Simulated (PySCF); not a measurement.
**Ionisation energy of Rh²⁺ by level of theory**

Rh²⁺ [Kr] 4d7 (4F) → Rh³⁺ [Kr] 4d6 (5D), as a difference of total energies. All numbers are calculated (PySCF 2.14, a scalar-relativistic core potential, in cc-pVDZ-PP with ECP28MDF (4s4p3d1f, 38 functions)). Correlated levels: valence: 4s2 4p6 frozen. The calculations carry no spin-orbit coupling.

| method | ionisation energy (eV) |
| --- | --- |
| UHF | 29.338 |
| PBE0 | 31.008 |
| B3LYP | 31.220 |
| MP2 (valence) | 30.330 |
| SCS-MP2 (valence) | 30.428 |

Q: How much does correlation contribute at MP2 (valence)?

A: 30.330 − (29.338) = 0.992 eV, measured against UHF.

The reference lies between the lowest fine-structure levels, while these numbers refer to the centres of the terms.

Errors of the correlated levels include the incompleteness of this basis and the frozen core.

For comparison: 31.06 eV (semi-empirical (NIST evaluation); NIST Atomic Spectra Database, ionization energies).
